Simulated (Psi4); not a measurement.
HCl$_{3}$HfO, charge +1, doublet, at the geometry of the source list (the multiplicity is a formal guess) (core potentials on Hf); Psi4 1.11 with M06-2X/def2-TZVP.

Psi4 was given this input:
```
memory 2 GB

molecule mol {
1 2
Hf    0.354600    0.042300   -0.046000
Cl    2.297800    0.911500   -0.760000
Cl    0.776000   -0.742900    2.010200
Cl   -0.064400   -1.780100   -1.287900
O    -1.233800    0.953300   -0.004900
H    -2.130200    0.615800    0.088600
}

set {
  basis def2-tzvp
  reference uks
}

energy('m06-2x')
print_variables()
```

Predict the main parts of the log of this Psi4 run.


```
   => Loading Basis Set <=

    Name: DEF2-TZVP
    Role: ORBITAL
    Keyword: BASIS

    !!!  WARNING: ECP capability is in beta. Please check occupations closely.  !!!

         ---------------------------------------------------------
                                   SCF
               by Justin Turney, Rob Parrish, Andy Simmonett
                          and Daniel G. A. Smith
                              UKS Reference
         ---------------------------------------------------------

  ==> Geometry <==

    Molecular point group: c1
    Full point group: C1

    Geometry (in Angstrom), charge = 1, multiplicity = 2:

       Center              X                  Y                   Z               Mass
    ------------   -----------------  -----------------  -----------------  -----------------
         HF          -0.132927134365     0.151199646844    -0.014246601804   179.946557000000
         CL           1.810272865635     1.020399646844    -0.728246601804    34.968852682000
         CL           0.288472865635    -0.634000353156     2.041953398196    34.968852682000
         CL          -0.551927134365    -1.671200353156    -1.256146601804    34.968852682000
         O           -1.721327134365     1.062199646844     0.026853398196    15.994914619570
         H           -2.617727134365     0.724699646844     0.120353398196     1.007825032230

  Running in c1 symmetry.

  Rotational constants: A =      0.04934  B =      0.04730  C =      0.03712 [cm^-1]
  Rotational constants: A =   1479.23621  B =   1418.15951  C =   1112.96224 [MHz]
  Nuclear repulsion =  377.940355377723790

  Charge       = 1
  Multiplicity = 2
  Electrons    = 71
  Nalpha       = 36
  Nbeta        = 35

  ==> Algorithm <==

  SCF Algorithm Type is DF.
  DIIS enabled.
  MOM disabled.
  Fractional occupation disabled.
  Guess Type is SAD.
  Energy threshold   = 1.00e-06
  Density threshold  = 1.00e-06
  Integral threshold = 1.00e-12

  ==> Primary Basis <==

  Basis Set: DEF2-TZVP
    Blend: DEF2-TZVP
    Number of shells: 68
    Number of basis functions: 188
    Number of Cartesian functions: 214
    Spherical Harmonics?: true
    Max angular momentum: 3

  Core potential: DEF2-TZVP
    Number of shells: 4
    Number of ECP primitives: 10
    Number of ECP core electrons: 60
    Max angular momentum: 3

  ==> DFT Potential <==

   => LibXC <=

    Version 7.1.2
    S. Lehtola, C. Steigemann, M. J. T. Oliveira, and M. A. L. Marques,  SoftwareX 7, 1–5 (2018) (10.1016/j.softx.2017.11.002)

   => Composite Functional: M06-2X <=

    Hybrid M06-2X Meta-GGA XC Functional  (10.1007/s00214-007-0310-x)
    Y. Zhao and D. G. Truhlar,  Theor. Chem. Acc., 120, 215, 2008

    Deriv               =              1
    GGA                 =           TRUE
    Meta                =           TRUE

    Exchange Hybrid     =           TRUE
    MP2 Hybrid          =          FALSE

   => Exchange Functionals <=

    1.0000   XC_HYB_MGGA_X_M06_2X

   => Exact (HF) Exchange <=

    0.5400               HF

   => Correlation Functionals <=

    1.0000   XC_MGGA_C_M06_2X

   => LibXC Density Thresholds  <==

    XC_MGGA_C_M06_2X:  1.00E-12
    XC_HYB_MGGA_X_M06_2X:  1.00E-15

   => Molecular Quadrature <=

    Radial Scheme          =       TREUTLER
    Pruning Scheme         =           NONE
    Nuclear Scheme         =       TREUTLER

    Blocking Scheme        =         OCTREE
    BS radius alpha        =              1
    Pruning alpha          =              1
    Radial Points          =             75
    Spherical Points       =            302
    Total Points           =         129840
    Total Blocks           =           1061
    Max Points             =            256
    Max Functions          =            168
    Weights Tolerance      =       1.00E-15

   => Loading Basis Set <=

    Name: (DEF2-TZVP AUX)
    Role: JKFIT
    Keyword: DF_BASIS_SCF

  ==> Integral Setup <==

  SCF_SUBTYPE=INCORE selected. In-core MEM_DF algorithm will be used.
  Using in-core AOs.

  ==> MemDFJK: Density-Fitted J/K Matrices <==

    J tasked:                   Yes
    K tasked:                   Yes
    wK tasked:                   No
    Algorithm:                 Core
    Schwarz Cutoff:           1E-12
    Mask sparsity (%):       7.9391
    Fitting Condition:        1E-10

   => Auxiliary Basis Set <=

  Basis Set: (DEF2-TZVP AUX)
    Blend: DEF2-UNIVERSAL-JKFIT
    Number of shells: 190
    Number of basis functions: 706
    Number of Cartesian functions: 919
    Spherical Harmonics?: true
    Max angular momentum: 6

  Minimum eigenvalue in the overlap matrix is 2.9324855401E-03.
  Reciprocal condition number of the overlap matrix is 5.5171222902E-04.
    Using symmetric orthogonalization.

  ==> Pre-Iterations <==

  SCF Guess: Superposition of Atomic Densities via on-the-fly atomic UHF (no occupation information).

   -------------------------
    Irrep   Nso     Nmo
   -------------------------
     A        188     188
   -------------------------
    Total     188     188
   -------------------------

  ==> Iterations <==

                           Total Energy        Delta E     RMS |[F,P]|

   @DF-UKS iter SAD: -1504.01383460335137   -1.50401e+03   0.00000e+00
   @DF-UKS iter   1: -1503.99950750536686    1.43271e-02   4.27812e-03 DIIS/ADIIS
   @DF-UKS iter   2: -1503.05555206342751    9.43955e-01   8.59555e-03 DIIS/ADIIS
   @DF-UKS iter   3: -1504.18202678022567   -1.12647e+00   1.54244e-03 DIIS/ADIIS
   @DF-UKS iter   4: -1504.21815328270645   -3.61265e-02   5.15976e-04 DIIS/ADIIS
   @DF-UKS iter   5: -1504.22244361009484   -4.29033e-03   2.09866e-04 DIIS/ADIIS
   @DF-UKS iter   6: -1504.22328530768436   -8.41698e-04   5.66732e-05 DIIS
   @DF-UKS iter   7: -1504.22336631559051   -8.10079e-05   4.63547e-05 DIIS
   @DF-UKS iter   8: -1504.22341731769120   -5.10021e-05   1.51544e-05 DIIS
   @DF-UKS iter   9: -1504.22343815484919   -2.08372e-05   1.33785e-05 DIIS
   @DF-UKS iter  10: -1504.22345312407492   -1.49692e-05   9.36083e-06 DIIS
   @DF-UKS iter  11: -1504.22346915152275   -1.60274e-05   6.15298e-06 DIIS
   @DF-UKS iter  12: -1504.22348034861898   -1.11971e-05   4.37338e-06 DIIS
   @DF-UKS iter  13: -1504.22348811866345   -7.77004e-06   2.76578e-06 DIIS
   @DF-UKS iter  14: -1504.22349414415589   -6.02549e-06   2.20432e-06 DIIS
   @DF-UKS iter  15: -1504.22350060585995   -6.46170e-06   1.68225e-06 DIIS
   @DF-UKS iter  16: -1504.22350345804648   -2.85219e-06   1.08170e-06 DIIS
   @DF-UKS iter  17: -1504.22350452012915   -1.06208e-06   7.04703e-07 DIIS
   @DF-UKS iter  18: -1504.22350461845053   -9.83214e-08   5.26777e-07 DIIS
  Energy and wave function converged.

  ==> Post-Iterations <==

   Electrons on quadrature grid:
      Nalpha   =   35.9999989744 ; deviation = -1.026e-06
      Nbeta    =   35.0000006634 ; deviation = 6.634e-07
      Ntotal   =   70.9999996379 ; deviation = -3.621e-07

   @Spin Contamination Metric:   1.731687740E-02
   @S^2 Expected:                7.500000000E-01
   @S^2 Observed:                7.673168774E-01
   @S   Expected:                5.000000000E-01
   @S   Observed:                5.000000000E-01

    Orbital Energies [Eh]
    ---------------------

    Alpha Occupied:

[...]
    Alpha Virtual:

[...]
    Beta Occupied:

[...]
    Beta Virtual:

[...]
    Final Occupation by Irrep:
              A
    DOCC [    35 ]
    SOCC [     1 ]
    NA   [    36 ]
    NB   [    35 ]

  @DF-UKS Final Energy: -1504.22350461845053

   => Energetics <=

    Nuclear Repulsion Energy =            377.9403553777237903
    One-Electron Energy =               -2829.3185483323754852
    Two-Electron Energy =                 994.4384692211198171
    DFT Exchange-Correlation Energy =     -47.2837808849186558
    Empirical Dispersion Energy =           0.0000000000000000
    VV10 Nonlocal Energy =                  0.0000000000000000
    Total Energy =                      -1504.2235046184505336

  UHF NO Occupations:
  HONO-2 :   34  A 1.9962392
  HONO-1 :   35  A 1.9957042
  HONO-0 :   36  A 1.0000000
  LUNO+0 :   37  A 0.0042958
  LUNO+1 :   38  A 0.0037608
  LUNO+2 :   39  A 0.0001106
  LUNO+3 :   40  A 0.0001010

Computation Completed

Properties will be evaluated at   0.000000,   0.000000,   0.000000 [a0]

Properties computed using the SCF density matrix

 Multipole Moments:

 ------------------------------------------------------------------------------------
     Multipole            Electronic (a.u.)      Nuclear  (a.u.)        Total (a.u.)
 ------------------------------------------------------------------------------------

 L = 1.  Multiply by 2.5417464519 to convert [e a0] to [Debye]
 Dipole X            :        -16.0070476           15.7082470           -0.2988006
 Dipole Y            :         20.2116318          -20.4183499           -0.2067181
 Dipole Z            :         -2.0530011            2.1594745            0.1064734
 Magnitude           :                                                    0.3786169

 ------------------------------------------------------------------------------------

  Variable Map:
  ----------------------------------------------------------------------------
[...]
  Array Variable Map:
  ----------------------------------------------------------------------------
[...]
[...]
```
